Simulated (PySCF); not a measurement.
InH, SMILES [InH] (connectivity only; charge and spin as stated), neutral, multiplicity 1. Heavy atoms are numbered as in [InH:1]. Hydrogens are named by the atom that carries them.

Geometry optimised at B3LYP-D3(BJ)/def2-TZVPD. The def2 effective core potentials stand for the cores of In; spin–orbit coupling is left out.

The numbers are results of PySCF with CAM-B3LYP/def2-TZVPD, not measurements.

Mulliken values depend strongly on the basis, most of all with diffuse functions as here. ESP charges are fitted to the potential on shells at 1.4 to 2.0 van der Waals radii. Atomic charges (e), one atom of each kind:

```
atom       Mulliken     ESP fit
---------  --------  ----------
In1 (InH)      0.23  (withheld)
H on In1      -0.23  (withheld)
```

**Question.** What belongs in the gaps? (The exact figures need the calculation; the answer reports its results.)

**Answer.** 
- In1 (InH), ESP fit: 0.20
- H on In1, ESP fit: -0.20
